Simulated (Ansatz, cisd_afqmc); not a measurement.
System: Cr, charge 0, septet.

Total energies in cc-pwCVTZ-DK, 14 correlated electrons, 5 frozen orbitals. UHF or UKS for unpaired electrons; spin-orbit terms are left out. The -DK rows use spin-free X2C, correlate 3s3p of the metal (1s2s2p frozen) and give its partners the cc-pVXZ-DK valence sets. The Monte Carlo rows (phaseless AFQMC, CISD trial, step 0.005/hartree) carry one-sigma bars that omit the constraint's bias. Outlying blocks are dropped, and bars are widened where a walk drifts. Over all cases where full CI ran beside it in this data, AFQMC minus full CI had a median of +0.1 mEh and passed +0.4 mEh in a tenth of the cases. Open-shell metal atoms are single determinants, not pure terms.

| method | program | energy (Eh) | minus CCSDT(Q) (mEh) |
|---|---|---|---|
| HF | Ansatz | -1049.65805 | 513.82 |
| MP2 | Ansatz | -1050.16833 | 3.54 |
| CCSD | Ansatz | -1050.15736 | 14.50 |
| CCSD(T) | Ansatz | -1050.17163 | 0.23 |
| CCSDT(Q) | Ansatz | -1050.17186 | 0.00 |
| AFQMC/CISD | cisd_afqmc | -1050.1704 ± 0.0003 | 1.5 ± 0.3 |

Ansatz is a program for electronic structure.
